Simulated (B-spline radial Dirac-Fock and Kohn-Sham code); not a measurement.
Binding energies of Ir in different valence configurations

Calculated with a radial finite-basis atomic code, using Dirac-Fock ΔSCF + Breit + QED. No correlation.

Reference: the tabulated ground configuration [Xe] 4f14 5d7 6s2, with 1s 76118.1 eV, 2p1/2 12835.7 eV, 3p1/2 2923.9 eV, 4f5/2 72.75 eV, 4f7/2 69.76 eV, 5p1/2 73.24 eV, Kα1 64891.6 eV, Kβ1 73550.7 eV.

Task: One of these configurations gives the following shifts from the reference, in eV: average energy +5.98, 1s +5.33, 2p1/2 +5.47, 3p1/2 +5.45, 4f5/2 +5.35, 4f7/2 +5.35, 5p1/2 +4.61, Kα1 -0.16, Kβ1 -0.12. Which?
A. [Xe] 4f14 5d7 6s1 6p1
B. [Xe] 4f14 5d6 6s2 6p1
C. [Xe] 4f14 5d9
D. [Xe] 4f14 5d8 6s1

Result: B. The others give [Xe] 4f14 5d9: 1s -6.64; [Xe] 4f14 5d8 6s1: 1s -3.52; [Xe] 4f14 5d7 6s1 6p1: 1s +1.72.
